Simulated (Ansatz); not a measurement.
`C[SiH2]C=N` + `[NH2][GeH3]` → `C[SiH2][NH][GeH3]` + `C=N`  (ligand exchange at the Si–C bond)

Gas-phase electronic energies from Ansatz, PBE0-D4/def2-TZVP geometries. CBS: MP2 limit from def2 TZ/QZ plus the TZ coupled-cluster correction, frozen cores. This one scheme is used for every species. DFT in def2-TZVPP. HSE06 is defined as in plane-wave codes. For Ge outer-core shells are correlated without core-valence functions, which leaves a few kJ/mol of doubt a bond. Scalar relativity is left out up to krypton. One conformer a species, not always the lowest.

`C[SiH2]C=N`:

```xyz
11

C     0.022   -0.962   -1.377
Si    0.391    0.510   -0.284
C    -0.730    0.524    1.240
N    -0.349    0.476    2.451
H     0.670   -0.962   -2.257
H     0.179   -1.897   -0.836
H    -1.014   -0.937   -1.723
H     0.187    1.772   -1.048
H     1.789    0.471    0.230
H    -1.818    0.568    1.091
H     0.672    0.438    2.511
```

`[NH2][GeH3]`:

Cartesian coordinates in Å:
```
N 0.988 -0.410 0.453
Ge -0.665 0.151 -0.137
H 1.494 -0.966 -0.224
H 1.590 0.346 0.749
H -1.309 0.930 1.019
H -0.625 1.060 -1.390
H -1.473 -1.112 -0.470
```

`C[SiH2][NH][GeH3]`:

Z-matrix (Å, degrees):
```
C
Si 1 1.866
H 1 1.093 2 110.6
H 1 1.092 2 111.0 3 120.5
H 1 1.094 2 110.9 3 -119.3
N 2 1.722 1 111.7 3 180.0
H 2 1.495 1 107.8 3 55.6
H 2 1.489 1 111.1 3 -62.1
Ge 6 1.837 2 127.3 1 139.4
H 6 1.010 2 117.1 1 -56.5
H 9 1.539 6 108.1 2 -151.8
H 9 1.543 6 112.0 2 88.4
H 9 1.534 6 107.1 2 -31.9
```

`C=N`:

Z-matrix (Å, degrees):
```
C
N 1 1.261
H 1 1.096 2 124.9
H 1 1.092 2 118.8 3 -180.0
H 2 1.021 1 111.0 3 -0.0
```

```csv
level,ΔE (eV)
HSE06-D4,-0.67
BLYP,-0.62
RPA@PBE/def2-TZVPP,-0.75
HF/def2-TZVPP,-0.84
MP2/def2-TZVPP,-0.78
SCS-MP2/def2-TZVPP,-0.79
CCSD/def2-TZVPP,-0.77
HF/CBS(def2),-0.85
```

Question: What does CCSD(T)/CBS give? (Best estimate.)

Answer: The calculation gave: -0.75 eV. The listed levels differ from it by 0.08, 0.13, 0.00, -0.09, -0.03, -0.04, -0.02, -0.10 eV.

Largest T1 diagnostic among the species: 0.012.

From BLYP to BHLYP (50 % exact exchange), in def2-TZVPP and without D4, ΔE moves by −0.14 eV. Leaving LDA and LC-ωPBE aside and taking each functional with its dispersion term where it has one, the values, not all of them listed here, spread over 0.20 eV, from BHLYP-D4 to PBE-D4. LDA lies −0.04 eV from PBE without D4. In def2-TZVPP, CCSD(T) changes the Hartree–Fock value by +0.09 eV (the triples alone add +0.02 eV) and MP2 by +0.06 eV.
